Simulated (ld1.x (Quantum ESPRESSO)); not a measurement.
# Varying the ultrasoft potential for Rh (Z = 45)

Base potential:

```json
{
 "Element": "rhodium",
 "Generator": "ld1.x (Quantum ESPRESSO) 7.5",
 "Type": "ultrasoft",
 "Functional": "PBE",
 "Relativity": "scalar-relativistic",
 "Frozen core": "[Kr]",
 "Valence charge": "9",
 "Reference configuration": "4d8.5 5s0.5 5p0",
 "Partial waves": "5s (bound): rcut 2.75, rcutus 3.00 bohr; 5s channel at 0.95 Ry: rcut 2.75, rcutus 3.00 bohr; 5p (bound, empty): rcut 2.45, rcutus 2.90 bohr; 5p channel at 0.5 Ry: rcut 2.45, rcutus 2.90 bohr; 4d (bound): rcut 1.40, rcutus 1.75 bohr; 4d channel at 2.65 Ry: rcut 1.40, rcutus 1.75 bohr",
 "Local potential": "all-electron potential smoothed inside 2.30 bohr (lloc = -2)",
 "Core correction": "none",
 "Augmentation charge": "built from norm-conserving waves at rcut, not smoothed further"
}
```

All-electron outer shells of the reference configuration (PBE, scalar-relativistic, ld1.x):

```tsv
shell	level (eV)	outermost node (bohr)	outermost maximum (bohr)
4s	-80.87	0.47	0.88
4p	-48.86	0.47	0.94
4d	-4.71	0.46	1.15
5s	-3.82	1.19	2.70
5p	-0.63	1.36	4.18
```

Cutoffs, loose and tight: the cutoffs (Ry, on a coarse ladder) from which the occupation-weighted sum of valence levels, in a spherical-Bessel basis at the reference potential, stays within 10 and 1 mRy of its value at 400 Ry. They do not see the model core or the augmentation charge, which bear on the density cutoff. Test errors are all-electron minus pseudo excitation energies from the reference, over the configurations 4d8 5s1 5p0; 4d8 5s0 5p0; 4d7 5s0 5p0; 4d6 5s0 5p0; 4d8 5s0.5 5p0; 4d7 5s2 5p0; 4d5 5s0 5p0. A dash means not determined; rows that change the core or the reference have their own tests.

Cutoffs are not given where the Bessel-basis levels miss the radial ones by over 6 mRy, ghosts where they miss by over 20 mRy; a channel whose overlap is not positive is not tested.

| change | outcome | cutoff, loose | cutoff, tight | bound ghosts | largest test error (meV) |
| --- | --- | --- | --- | --- | --- |
| base | generated | – | – | none | -699 |
| waves 4d (bound): rcut 1.30, rcutus 1.38 bohr; 4d channel at 2.65 Ry: rcut 1.30, rcutus 1.38 bohr | generated | 55 Ry | 100 Ry | none | -481 |
| waves 4d (bound): rcut 1.40, rcutus 1.66 bohr; 4d channel at 2.65 Ry: rcut 1.40, rcutus 1.66 bohr | generated | – | – | none | -699 |
| waves 4d (bound): rcut 1.40, rcutus 2.12 bohr; 4d channel at 2.65 Ry: rcut 1.40, rcutus 2.12 bohr | generated | 25 Ry | 40 Ry | none | -706 |
| waves 4d (bound): rcut 1.40, rcutus 2.52 bohr; 4d channel at 2.65 Ry: rcut 1.40, rcutus 2.52 bohr | generated | 18 Ry | 30 Ry | none | -716 |

Q: What comes out with this change to the base: waves 4d (bound): rcut 1.12, rcutus 1.18 bohr; 4d channel at 2.65 Ry: rcut 1.12, rcutus 1.18 bohr?

A: outcome: generated; cutoff, loose: 70 Ry; cutoff, tight: 140 Ry; bound ghosts: none; largest test error (meV): -486.

Q: What comes out with this change to the base: waves 4d (bound): rcut 1.40, rcutus 2.36 bohr; 4d channel at 2.65 Ry: rcut 1.40, rcutus 2.36 bohr?

A: outcome: generated; cutoff, loose: 18 Ry; cutoff, tight: 35 Ry; bound ghosts: none; largest test error (meV): -713.

Reading the sweep of the d radius (base included, trends over the rows without a ghost): The loose cutoff falls from 70 Ry at 1.18 to 18 Ry at 2.52 bohr. A larger radius leaves more room for a smooth pseudo-wave, so fewer plane waves are needed; a smaller one forces it to follow the all-electron wave where it bends sharply. The median size of the test errors (rows with all tests solved) rises from 12.1 meV at 1.18 to 52.7 meV at 2.52 bohr. More of the atom is replaced by a form fitted at one configuration, so other configurations suffer as the radius grows.
